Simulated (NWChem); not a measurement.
Everything below was run with NWChem. System: Tl, charge 0, spin multiplicity 2. Its SCF solution wasn't tested for a lower state. Level: UPBE/x2c-SVPall-2c, scalar ZORA.

NWChem printed:

```
             Northwest Computational Chemistry Package (NWChem) 7.3.0
             --------------------------------------------------------

                                NWChem Input Module
                                -------------------

 Scaling coordinates for geometry "geometry" by  1.889725989
 (inverse scale =  0.529177249)

                             Geometry "geometry" -> ""
                             -------------------------

 Output coordinates in angstroms (scale by  1.889725989 to convert to a.u.)

  No.       Tag          Charge          X              Y              Z
 ---- ---------------- ---------- -------------- -------------- --------------
    1 Tl                  81.0000     0.00000000     0.00000000     0.00000000

 Effective nuclear repulsion energy (a.u.)       0.0000000000

            Nuclear Dipole moment (a.u.)
            ----------------------------
        X                 Y               Z
 ---------------- ---------------- ----------------
     0.0000000000     0.0000000000     0.0000000000


 Summary of "ao basis" -> "" (spherical)
 ------------------------------------------------------------------------------
       Tag                 Description            Shells   Functions and Types
 ---------------- ------------------------------  ------  ---------------------
 *                       x2c-svpall-2c                on all atoms

  pbe96 is a nonlocal functional; adding pw91lda local functional.

                                 NWChem DFT Module
                                 -----------------

 Summary of "ao basis" -> "ao basis" (spherical)
 ------------------------------------------------------------------------------
       Tag                 Description            Shells   Functions and Types
 ---------------- ------------------------------  ------  ---------------------
 Tl                      x2c-svpall-2c              27       89   7s11p7d2f

 Summary of "ao basis" -> "ao basis" (spherical)
 ------------------------------------------------------------------------------
       Tag                 Description            Shells   Functions and Types
 ---------------- ------------------------------  ------  ---------------------
 Tl                      x2c-svpall-2c              27       89   7s11p7d2f

            General Information
            -------------------
          SCF calculation type: DFT
          Wavefunction type:  spin polarized.
          No. of atoms     :     1
          No. of electrons :    81
           Alpha electrons :    41
            Beta electrons :    40
          Charge           :     0
          Spin multiplicity:     2
          Use of symmetry is: off; symmetry adaption is: off
          Maximum number of iterations: 100
          AO basis - number of functions:    89
                     number of shells:    27
          Convergence on energy requested:  1.00D-06
          Convergence on density requested:  1.00D-05
          Convergence on gradient requested:  5.00D-04

              XC Information
              --------------
          PerdewBurkeErnzerhof Exchange Functional  1.000
            Perdew 1991 LDA Correlation Functional  1.000 local
           PerdewBurkeErnz. Correlation Functional  1.000 non-local

             Grid Information
             ----------------
          Grid used for XC integration:  fine
          Radial quadrature: Mura-Knowles
          Angular quadrature: Lebedev.
          Tag              B.-S. Rad. Rad. Pts. Rad. Cut. Ang. Pts.
          ---              ---------- --------- --------- ---------
          Tl                  1.90      141           7.0       974
          Grid pruning is: on
          Number of quadrature shells:   141
          Spatial weights used:  Erf1

          Convergence Information
          -----------------------
          Convergence aids based upon iterative change in
          total energy or number of iterations.
          Levelshifting, if invoked, occurs when the
          HOMO/LUMO gap drops below (HL_TOL):  1.00D-02
          DIIS, if invoked, will attempt to extrapolate
          using up to (NFOCK): 10 stored Fock matrices.

                    Damping( 0%)  Levelshifting(0.5)       DIIS
[...]
    31      0.761102  1 Tl pz                28      0.390869  1 Tl pz
    19     -0.200613  1 Tl pz                25     -0.173204  1 Tl pz
    16      0.166784  1 Tl pz                13     -0.091670  1 Tl pz
    10      0.029179  1 Tl pz

 Vector   42  Occ=0.000000D+00  E=-9.034568D-02
              MO Center= -4.9D-10, -1.0D-10,  5.6D-11, r^2= 4.4D+00
   Bfn.  Coefficient  Atom+Function         Bfn.  Coefficient  Atom+Function
  ----- ------------  ---------------      ----- ------------  ---------------
    30      0.667156  1 Tl py                27      0.378518  1 Tl py
    29      0.319517  1 Tl px                18     -0.187993  1 Tl py
    26      0.181282  1 Tl px                24     -0.162055  1 Tl py
    15      0.156050  1 Tl py                17     -0.090035  1 Tl px
    12     -0.085561  1 Tl py                23     -0.077612  1 Tl px

 Vector   43  Occ=0.000000D+00  E=-9.034563D-02
              MO Center=  8.4D-10, -2.5D-10,  5.6D-11, r^2= 4.4D+00
   Bfn.  Coefficient  Atom+Function         Bfn.  Coefficient  Atom+Function
  ----- ------------  ---------------      ----- ------------  ---------------
    29      0.667156  1 Tl px                26      0.378518  1 Tl px
    30     -0.319517  1 Tl py                17     -0.187993  1 Tl px
    27     -0.181282  1 Tl py                23     -0.162055  1 Tl px
    14      0.156050  1 Tl px                18      0.090035  1 Tl py
    11     -0.085561  1 Tl px                24      0.077612  1 Tl py

 Vector   44  Occ=0.000000D+00  E= 1.068989D-01
              MO Center= -1.2D-09,  1.3D-09,  1.4D-08, r^2= 5.7D+00
   Bfn.  Coefficient  Atom+Function         Bfn.  Coefficient  Atom+Function
  ----- ------------  ---------------      ----- ------------  ---------------
     6      1.994384  1 Tl s                  7     -1.820605  1 Tl s
     5     -0.693924  1 Tl s                  4      0.199696  1 Tl s
     3     -0.123886  1 Tl s                  2      0.037537  1 Tl s
    58     -0.035107  1 Tl d  0

                     DFT Final Beta Molecular Orbital Analysis
                     -----------------------------------------

 Vector   38  Occ=1.000000D+00  E=-5.668141D-01
              MO Center= -2.6D-11,  1.9D-11,  2.3D-11, r^2= 6.3D-01
   Bfn.  Coefficient  Atom+Function         Bfn.  Coefficient  Atom+Function
  ----- ------------  ---------------      ----- ------------  ---------------
    52      0.955001  1 Tl d -1              54     -0.457393  1 Tl d  1
    47     -0.422323  1 Tl d -1              49      0.202269  1 Tl d  1
    42      0.154828  1 Tl d -1              44     -0.074154  1 Tl d  1

 Vector   39  Occ=1.000000D+00  E=-5.632463D-01
              MO Center= -2.0D-11,  2.1D-11,  2.0D-11, r^2= 6.3D-01
   Bfn.  Coefficient  Atom+Function         Bfn.  Coefficient  Atom+Function
  ----- ------------  ---------------      ----- ------------  ---------------
    53      1.057940  1 Tl d  0              48     -0.467794  1 Tl d  0
    43      0.171484  1 Tl d  0               6     -0.057503  1 Tl s
     5      0.042617  1 Tl s

 Vector   40  Occ=1.000000D+00  E=-3.293694D-01
              MO Center=  1.7D-10, -1.7D-10,  1.1D-09, r^2= 2.0D+00
   Bfn.  Coefficient  Atom+Function         Bfn.  Coefficient  Atom+Function
  ----- ------------  ---------------      ----- ------------  ---------------
     6      0.915647  1 Tl s                  5     -0.740473  1 Tl s
     7      0.316570  1 Tl s                  4      0.253980  1 Tl s
     3     -0.144581  1 Tl s                 53      0.063422  1 Tl d  0
     2      0.046845  1 Tl s                 48     -0.027314  1 Tl d  0

 Vector   41  Occ=0.000000D+00  E=-7.865189D-02
              MO Center= -5.5D-10,  4.1D-10,  3.2D-10, r^2= 4.3D+00
   Bfn.  Coefficient  Atom+Function         Bfn.  Coefficient  Atom+Function
  ----- ------------  ---------------      ----- ------------  ---------------
    29      0.661314  1 Tl px                26      0.386054  1 Tl px
    30     -0.316722  1 Tl py                17     -0.190835  1 Tl px
    27     -0.184892  1 Tl py                23     -0.162761  1 Tl px
    14      0.157964  1 Tl px                18      0.091397  1 Tl py
    11     -0.086444  1 Tl px                24      0.077951  1 Tl py

 Vector   42  Occ=0.000000D+00  E=-7.865182D-02
              MO Center= -2.2D-10,  3.7D-10,  3.2D-10, r^2= 4.3D+00
   Bfn.  Coefficient  Atom+Function         Bfn.  Coefficient  Atom+Function
  ----- ------------  ---------------      ----- ------------  ---------------
    30      0.661314  1 Tl py                27      0.386054  1 Tl py
    29      0.316722  1 Tl px                18     -0.190835  1 Tl py
    26      0.184892  1 Tl px                24     -0.162761  1 Tl py
    15      0.157964  1 Tl py                17     -0.091397  1 Tl px
    12     -0.086444  1 Tl py                23     -0.077951  1 Tl px

 Vector   43  Occ=0.000000D+00  E=-5.714079D-02
              MO Center= -2.7D-10,  2.8D-10,  2.5D-10, r^2= 4.5D+00
   Bfn.  Coefficient  Atom+Function         Bfn.  Coefficient  Atom+Function
  ----- ------------  ---------------      ----- ------------  ---------------
    31      0.759145  1 Tl pz                28      0.391736  1 Tl pz
    19     -0.208148  1 Tl pz                16      0.170585  1 Tl pz
    25     -0.166455  1 Tl pz                13     -0.092590  1 Tl pz
    10      0.029567  1 Tl pz

   alpha - beta orbital overlaps
   -----------------------------

   alpha      1      2      3      4      5      6      7      8      9     10
    beta      1      2      3      4      5      6      7      8      9     10
 overlap   1.000  1.000  1.000  1.000  1.000  1.000  0.944  0.944  1.000  0.999

   alpha     11     12     13     14     15     16     17     18     19     20
    beta     11     12     13     14     15     16     17     18     19     20
 overlap   0.999  1.000  1.000  1.000  1.000  1.000  1.000  1.000  1.000  1.000

   alpha     21     22     23     24     25     26     27     28     29     30
    beta     21     22     23     24     25     26     27     28     29     30
 overlap   1.000  1.000  1.000  1.000  0.956  0.956  0.998  0.998  1.000  1.000

   alpha     31     32     33     34     35     36     37     38     39     40
    beta     31     32     33     34     35     36     37     38     39     40
 overlap   1.000  1.000  1.000  1.000  1.000  1.000  1.000  1.000  1.000  0.999

   alpha     41     42     43     44     45     46     47     48     49     50
    beta     43     42     41     44     46     45     47     51     50     52
 overlap   1.000  1.000  1.000  0.998  1.000  1.000  1.000  1.000  1.000  0.998

   alpha     51     52     53     54     55     56     57     58     59     60
    beta     49     48     53     54     56     55     57     58     59     60
 overlap   0.818  0.818  0.989  0.989  0.984  0.984  1.000  1.000  1.000  0.945

   alpha     61     62     63     64     65     66     67     68     69     70
    beta     61     62     63     64     65     66     67     68     69     70
 overlap   0.945  1.000  1.000  1.000  1.000  0.998  0.998  1.000  1.000  1.000

   alpha     71     72     73     74     75     76     77     78     79     80
    beta     72     71     73     74     75     76     77     78     79     80
 overlap   0.998  0.998  1.000  1.000  1.000  0.805  0.805  1.000  1.000  1.000

   alpha     81     82     83     84     85     86     87     88     89
    beta     81     82     83     84     85     86     87     88     89
 overlap   0.955  0.955  1.000  1.000  1.000  1.000  0.950  0.950  1.000

     --------------------------
     Expectation value of S2:
     --------------------------
      <S2> =      0.7511 (Exact =     0.7500)

 Task  times  cpu:       22.6s     wall:       22.6s

 Total times  cpu:       22.7s     wall:       22.7s
```

### Question
Write an NWChem input that would produce this output.

### Answer
This is not unique; one that fits is 
```
start mol
memory heap 200 mb stack 900 mb global 1100 mb
geometry units angstroms nocenter noautoz noautosym
  Tl     0.000000     0.000000     0.000000
end
basis spherical
  * library x2c-svpall-2c
end
relativistic
  zora on
end
dft
  xc xpbe96 cpbe96
  odft
  mult 2
  semidirect memsize 60000000 filesize 0
  iterations 100
  grid fine
end
task dft energy
```
